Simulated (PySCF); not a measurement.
UHF on Pt (platinum, neutral)

Configuration: [Xe] 4f14 5d8 6s1 7s1, high-spin 5F determinant (an excited configuration). All numbers are calculated (PySCF 2.14, scalar relativity through the core potential, in aug-cc-pwCVDZ-PP with ECP60MDF).

* Total energy: -118.314640 hartree
* One-electron energy: -204.3560 hartree
* Hartree (Coulomb) energy: 96.6845 hartree
* Exchange energy: -10.6431 hartree
* ⟨S²⟩: 6.0032
* ⟨L²⟩: 12.038
* Sum of ⟨r⟩: 31.94 bohr
* Sum of ⟨r²⟩: 107.1 bohr²

```csv
shell,electrons,mean orbital energy (hartree),spread (hartree),"rms radius, mean of both spins (bohr)"
5s α,1,-4.72525,0,1.03
5s β,1,-4.60367,0,1.03
5p α,3,-2.89601,0,1.19
5p β,3,-2.73860,0,1.19
5d α,5,-0.71240,0.03986,1.72
5d β,3,-0.63528,0,1.72
6s α,1,-0.48410,0,2.88
7s α,1,-0.08859,0,8.04
```

Energies and moments cover only the electrons outside the core potential. Spin-orbit coupling, absent here, splits the open shell strongly. The outer electron is Rydberg-like, and this basis confines it to a smaller radius and binds it less than a complete one would.
